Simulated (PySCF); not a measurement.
C2H2BF3, SMILES F/C=C\B(F)F. Atoms are numbered in the order given.

```xyz
8

F      0.6205    -1.9885     0.0000
C     -0.6439    -1.5648     0.0000
C     -0.9912    -0.2622     0.0000
B     -0.0043     0.9302     0.0000
F      1.3197     0.7816     0.0000
F     -0.4667     2.1838     0.0000
H     -1.3543    -2.4118     0.0000
H     -2.0755    -0.0688     0.0000
```

The structure is a stationary point at PBE-D3(BJ)/def2-SVP. The structure was generated by enumeration; whether it is a known compound was not checked. The values are those of a single conformer.

Calculation: PBE/pcSseg-1 (PySCF).

GIAO shieldings, no solvent; atoms listed in one row are averaged. δ = σ(ref) − σ: ¹⁹F against CFCl3 (σ = 133.6 ppm); ¹³C against TMS (σ = 182.0 ppm); ¹¹B against BF3 (σ = 83.9 ppm); ¹H against TMS (σ = 31.49 ppm), references at their B3LYP-D3(BJ)/def2-TZVP geometries, non-relativistic.

Computed chemical shifts:
```json
[
 {"nucleus": "¹⁹F", "atoms": "F1", "count": "1", "δ (ppm)": "-64.0"},
 {"nucleus": "¹⁹F", "atoms": "F6", "count": "1", "δ (ppm)": "-89.8"},
 {"nucleus": "¹⁹F", "atoms": "F5", "count": "1", "δ (ppm)": "-96.3"},
 {"nucleus": "¹³C", "atoms": "C2", "count": "1", "δ (ppm)": "182.7"},
 {"nucleus": "¹³C", "atoms": "C3", "count": "1", "δ (ppm)": "103.9"},
 {"nucleus": "¹¹B", "atoms": "B4", "count": "1", "δ (ppm)": "11.9"},
 {"nucleus": "¹H", "atoms": "H7", "count": "1", "δ (ppm)": "7.70"},
 {"nucleus": "¹H", "atoms": "H8", "count": "1", "δ (ppm)": "5.12"}
]
```
